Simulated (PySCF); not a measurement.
# Adding and removing an electron: RbPb

PBE0; basis Rb def2-SVP with ECP28, Pb def2-SVP with ECP60; scalar-relativistic core potentials; PySCF 2.14. Neutral (UKS): quartet (σ ↑, π ↑↑), Re = 3.489 Å, ωe = 86.7 cm⁻¹, De = 1.17 eV, HOMO -3.52 eV, LUMO -1.67 eV.

RbPb⁺ (UKS): triplet (σ ↑, π ↑), Re = 4.102 Å, ωe = 42.6 cm⁻¹. The energies at the minima are -216.95756 hartree for RbPb and -216.77112 for RbPb⁺.

(1) Work out the adiabatic ionisation energy, without and with harmonic zero-point energies (1 hartree = 27.2114 eV, 1 eV = 8065.5 cm⁻¹), and the change of the bond length.

Spin–orbit coupling is left out, which matters for elements this heavy, above all for dissociation energies. States were picked by a PBE0 search and need not be the measured ground states.

Results:

(1) At PBE0: 0.18644 hartree = 5.073 eV between the minima; the zero-point term (42.6 − 86.7)/2 cm⁻¹ = -0.003 eV makes it 5.071 eV. Re changes by +61.3 pm against the neutral. The electron leaves a π orbital, and the ion is left as a loose complex of an ion and an atom.
